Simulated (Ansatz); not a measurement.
Frontier orbitals of ClH3NO2V (`[NH]=[V]([OH])([OH])[Cl]`).

```xyz
8

N    -0.543   -0.656   -1.233
V    -0.170    0.170    0.083
O    -0.338   -0.967    1.429
O     1.474    0.775   -0.028
Cl   -1.555    1.828    0.302
H    -0.902   -1.146   -2.042
H    -0.010   -0.630    2.273
H     2.046    0.625   -0.784
```

Total charge 0; spin multiplicity 1. Correlated methods include outer-core shells of V, which these sets cover unevenly. Scalar relativity is left out up to krypton. Geometry: relaxed with PBE0-D4/def2-TZVP. It is one conformer, not always the lowest. Basis def2-TZVPP, Ansatz 0.2.0.

```tsv
functional	HOMO (eV)	LUMO (eV)	gap (eV)
PBE	-6.97	-3.42	3.55
BLYP	-6.84	-3.33	3.51
r2SCAN	-7.30	-3.44	3.86
PBE0	-8.39	-2.56	5.83
r2SCAN0	-8.62	-2.56	6.06
LC-ωPBE	-11.15	-0.32	10.83
ωB97M-V	-10.65	-0.35	10.30
HF	-11.62	1.52	13.14
```

A quarter of exact exchange (PBE0) shifts PBE's HOMO by −1.42 eV and its LUMO by +0.86 eV; full exchange at long range (ωB97M-V) shifts them by −3.68 and +3.07 eV. The gap opens from 3.56 to 10.30 eV, since occupied levels lose self-interaction and empty ones feel all the electrons.

LC-ωPBE has ω = 0.4 bohr⁻¹.
